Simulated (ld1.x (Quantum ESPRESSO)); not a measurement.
An odd input for ld1.x (Quantum ESPRESSO) 7.5 (Cd (Z = 48))

Command:

```bash
ld1.x < Cd.in > Cd.out
```

Input:

```
&input
   title='Cd', zed=48., rel=1, dft='PBE', iswitch=3,
   config='[Kr] 4d10 5s2 5p0',
   nld=3, rlderiv=2.05, eminld=-7.0, emaxld=5.0, deld=0.02
 /
 &inputp
   pseudotype=1, tm=.true., lloc=1,
   nlcc=.true., new_core_ps=.true., rcore=0.60,
   file_pseudopw='Cd.pp', file_wfcaegen='ae.wfc', file_wfcncgen='nc.wfc'
 /
2
5S  1  0   2.00   0.00  1.90  1.90  0.0
4D  3  2  10.00   0.00  1.30  1.30  0.0
4P  2  1   6.00   0.00  1.20  1.20  0.0
 &test
   configts(1)='4p6 4d10 5s2 5p0'
 /
```

Output:

```
Program LD1 v.7.5

 %%%%%%%%%%%%%%%%%%%%%%%%%%%%%%%%%%%%%%%%%%%%%%%%%%%%%%%%%%%%%%%%%%%%%%%%%%%%%%
     Error in routine ld1_setup (2):
     mismatch between lloc and l of the wavefunction chosen for local potential
 %%%%%%%%%%%%%%%%%%%%%%%%%%%%%%%%%%%%%%%%%%%%%%%%%%%%%%%%%%%%%%%%%%%%%%%%%%%%%%

     stopping ...
```

Task: This input was made by a single change from one that runs to its end. What was changed?

Result: The change: count of waves off by -1. The program refuses the input: "ld1_setup: mismatch between lloc and l of the wavefunction chosen for local potential".
